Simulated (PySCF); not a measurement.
Species: C2H5NOSi.
SMILES with atom numbers: `[CH3:1][Si@H:2]([OH:3])[C:4]#[N:5]` (hydrogens: H6, H7, H8 on C1; H9 on Si2; H10 on O3)

The same species was optimised twice, with GFN2-xTB and with PBE0-D3(BJ)/def2-SVP (PySCF), and the same property calculations (PySCF, gas phase) were run on both structures.

```
    coordinate  GFN2-xTB  PBE0-D3(BJ)/def2-SVP  change
    C1–Si2 (Å)     1.888                 1.851  -0.037
    Si2–O3 (Å)     1.624                 1.657  +0.033
    Si2–H9 (Å)     1.464                 1.490  +0.026
     C1–H7 (Å)     1.086                 1.101  +0.015
     C1–H6 (Å)     1.086                 1.100  +0.014
     C4≡N5 (Å)     1.145                 1.160  +0.015
     C1–H8 (Å)     1.087                 1.100  +0.013
    O3–H10 (Å)     0.953                 0.962  +0.009
    Si2–C4 (Å)     1.877                 1.872  -0.005
Si2–O3–H10 (°)     123.8                 118.1    -5.7
 C1–Si2–O3 (°)     105.7                 108.4    +2.7
 C1–Si2–H9 (°)     115.4                 114.0    -1.4
 Si2–C1–H8 (°)     111.3                 110.0    -1.3
  H6–C1–H8 (°)     107.6                 108.6    +1.0
 O3–Si2–C4 (°)     109.7                 108.7    -1.0
  H7–C1–H8 (°)     107.9                 108.6    +0.7
  H6–C1–H7 (°)     107.9                 108.5    +0.6
```

Rotational constants: A = 6049, B = 2822, C = 2155 MHz (GFN2-xTB) against A = 5934, B = 2852, C = 2152 MHz (PBE0-D3(BJ)/def2-SVP). Point groups within 0.08 Å: C1 and C1.

On the GFN2-xTB structure: lowest singlet, TDDFT (eV) 6.92 [PBE0/def2-SVPD]; isotropic polarisability (au) 55.7 [PBE0/def2-SVPD]; HOMO (eV) -9.33 [PBE0/def2-SVPD]; LUMO (eV) -0.77 [PBE0/def2-SVPD]; dipole (D) 3.29 [PBE0/def2-SVPD].

Task: What do these properties become on the PBE0-D3(BJ)/def2-SVP structure?

Result: 
| property | level | on GFN2-xTB | on PBE0-D3(BJ)/def2-SVP | change |
| --- | --- | --- | --- | --- |
| lowest singlet, TDDFT (eV) | PBE0/def2-SVPD | 6.92 | 6.81 | -0.11 |
| isotropic polarisability (au) | PBE0/def2-SVPD | 55.7 | 56.4 | +0.7 |
| HOMO (eV) | PBE0/def2-SVPD | -9.33 | -9.35 | -0.02 |
| LUMO (eV) | PBE0/def2-SVPD | -0.77 | -0.83 | -0.06 |
| dipole (D) | PBE0/def2-SVPD | 3.29 | 3.31 | +0.02 |
| energy, GFN2-xTB geometry as zero (kcal/mol) | PBE0/def2-SVPD | 0.0 | -1.7 | -1.7 |

The heavy atoms differ by 0.026 Å rms after alignment. Among all bonds C1–Si2 changes most (-0.037 Å). Changes are differences of the printed values. Neither structure is proved a minimum here.

The values belong to the conformer `[CH3:1][Si@H:2]([OH:3])[C:4]#[N:5]`: H–O3–Si2–C1 -178°.
